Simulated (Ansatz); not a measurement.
Coupled-cluster run, `[SiH3][SiH2]SS`.

```yaml
crystal:
  periodic: [false, false, false]
  atoms:
    - {symbol: Si, position_ang: [0.228842, 1.988690, 0.287241]}
    - {symbol: Si, position_ang: [-0.521500, -0.211441, -0.015926]}
    - {symbol: S, position_ang: [1.166296, -1.493951, 0.328555]}
    - {symbol: S, position_ang: [0.251402, -3.326452, 0.071611]}
    - {symbol: H, position_ang: [1.319478, 2.295379, -0.675140]}
    - {symbol: H, position_ang: [0.734490, 2.172893, 1.672735]}
    - {symbol: H, position_ang: [-0.901464, 2.927483, 0.053587]}
    - {symbol: H, position_ang: [-1.610055, -0.547092, 0.938384]}
    - {symbol: H, position_ang: [-1.023274, -0.413765, -1.401682]}
    - {symbol: H, position_ang: [0.438986, -3.442744, -1.256466]}
basis:
  gaussian: {orbitals: def2-TZVPP}
correlation: {method: ccsd_t}
output: {orbitals: {seedname: orbitals}}
```

```sh
$ ansatz run in.yaml --threads 4 --pin off --events-out ev --progress --plain --max-ram 10444MiB
```

Log, shortened:

```
Functional definition: HF
1418 factors; integrals over basis functions are off by at most 1.3e-3 eV
mean field evaluation 1: about -37453.9015 eV, gradient 1.8e1 eV
mean field evaluation 2: about -37454.2480 eV, gradient 1.8e1 eV
mean field evaluation 4: about -37456.0609 eV, gradient 2.5e0 eV
mean field evaluation 8: about -37456.0884 eV, gradient 1.4e-1 eV
mean field -37456.08856486 eV, -1376.4858661099 hartree, gradient 5.4e-6 eV, S^2 0.000000; 0 other end points of the search recorded, 0 dependent functions left out
20 core orbitals not correlated: weight in the atoms' cores, before any rotation towards them, 1.000 or more for the frozen orbitals, at most 0.000 for the correlated occupied ones
reference -37456.08856486 eV, -1376.4858661099 hartree; 13, 13 occupied and 219, 219 virtual orbitals, 1418 factors
second order -16.45152127 eV of doubles, -0.00000000 eV of singles
cycle   1  -17.77749220 eV  change    -1.3e0 eV  update   1.0e-1
cycle   2  -18.36213491 eV  change   -5.8e-1 eV  update   3.2e-2
cycle   3  -18.43630952 eV  change   -7.4e-2 eV  update   1.3e-2
cycle   4  -18.42925507 eV  change    7.1e-3 eV  update   3.8e-3
cycle   5  -18.42772122 eV  change    1.5e-3 eV  update   1.5e-3
cycle   6  -18.42741182 eV  change    3.1e-4 eV  update   5.3e-4
cycle   7  -18.42733857 eV  change    7.3e-5 eV  update   2.1e-4
cycle   8  -18.42740834 eV  change   -7.0e-5 eV  update   9.4e-5
cycle   9  -18.42743344 eV  change   -2.5e-5 eV  update   4.1e-5
cycle  10  -18.42741161 eV  change    2.2e-5 eV  update   1.9e-5
perturbative correction -0.80996304 eV, -0.0297655927 hartree
Total energy: -37475.32593952 eV, -1377.1928265890 hartree
```

Run time 81 s (4 threads of an Arm Neoverse V2 on a shared host); peak host memory 4.6 GiB.

MP2 recovers 85.5 % of the CCSD(T) correlation energy and the triples give 4.2 %; T1 = 0.0129.
